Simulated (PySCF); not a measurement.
PySCF input for HP2, SMILES P#[PH+], charge +1, PBE0/pcSseg-2. Geometry optimised at TPSSh-D3(BJ)/def2-TZVPD. The isomer is the one that the SMILES or the coordinates give; other isomers of the formula were not compared.

```python
import numpy as np
from pyscf import gto, scf, dft
from pyscf.prop.nmr import rks as nmr

mol = gto.M(
    atom='''
    P     0.00000000    0.00000000    1.01144373
    P     0.00000000    0.00000000   -0.85977071
    H     0.00000000    0.00000000   -2.27509520
    ''',
    basis='pcSseg-2',
    charge=1,
    spin=0,
    max_memory=1600,
    verbose=3,
)
mf = dft.RKS(mol, xc='pbe0')
mf.grids.level = 3
mf.conv_tol = 1e-10
mf.max_cycle = 100
mf.kernel()
n = nmr.NMR(mf)
n.verbose = 2
n.max_cycle_cphf = 60
sigma = n.kernel()
print('atom   isotropic/ppm   span/ppm')
for i, s in enumerate(sigma):
    w = np.linalg.eigvalsh((s + s.T) / 2)
    print(f'{mol.atom_symbol(i):2s}{i + 1:3d} {w.mean():14.3f} {w[2] - w[0]:11.3f}')
```

It prints:

```
converged SCF energy = -682.697993343049
atom   isotropic/ppm   span/ppm
P   1        213.073    1130.452
P   2        212.179    1134.063
H   3         23.060      20.385
```

The calculation finished and met its thresholds.

Cost: about 12 core-seconds (a rough figure).
